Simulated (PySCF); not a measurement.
## Basis-set dependence of excited states

Species: C2H9OPSi.
Numbering: `[CH3:1][CH2:2][Si@@H:3]([OH:4])[PH2:5]` (hydrogens: H6, H7, H8 on C1; H9, H10 on C2; H11 on Si3; H12 on O4; H13, H14 on P5)

TDDFT with PBE0 (PySCF), vertical singlets, core orbitals frozen in the response, spherical d and f functions. Isolated species at its PBE0-D3(BJ)/def2-SVP geometry (one conformer only).

```
      basis  functions  diffuse  S1 (eV)  S2 (eV)  S3 (eV)  S4 (eV)  S5 (eV)  LUMO (eV)  α (au)
     6-31G*         96       no     6.39     7.21     7.27     7.66     7.85       0.59    69.5
    6-31+G*        116      yes     5.96     6.35     6.68     6.84     6.88      -0.29    78.3
   def2-SVP        123       no     6.44     7.05     7.27     7.60     7.93       0.57    71.3
  def2-SVPD        183      yes     6.08     6.50     6.82     6.99     7.22      -0.08    84.5
aug-cc-pVDZ        204      yes     5.87     6.22     6.56     6.62     6.69      -0.41    86.7
  def2-TZVP        221       no     6.08     6.62     6.91     7.09     7.39       0.11    81.0
 def2-TZVPD        281      yes     5.90     6.28     6.65     6.77     6.92      -0.28    86.2
```

Problem. Compare the sets with the largest diffuse one.

Solution. States are compared by their number. Against the largest diffuse basis here (def2-TZVPD, itself not a converged limit), sets without diffuse functions differ by up to 0.54 eV in S1 and 1.01 eV in S5; the smaller diffuse sets differ by up to 0.18 and 0.30 eV. State by state, the largest deviation of a set without diffuse functions is S1 0.54, S2 0.93, S3 0.62, S4 0.88, S5 1.01 eV. The same number needn't mean the same state in each row. Against def2-TZVPD the polarisability deviates by -19% in 6-31G*, -9% in 6-31+G*, -17% in def2-SVP, -2% in def2-SVPD, +1% in aug-cc-pVDZ, -6% in def2-TZVP. A single + in a Pople set puts diffuse functions on heavy atoms only.

Without π bonds the low states are Rydberg-like; a valence basis with one diffuse set may place them up to an eV too high.
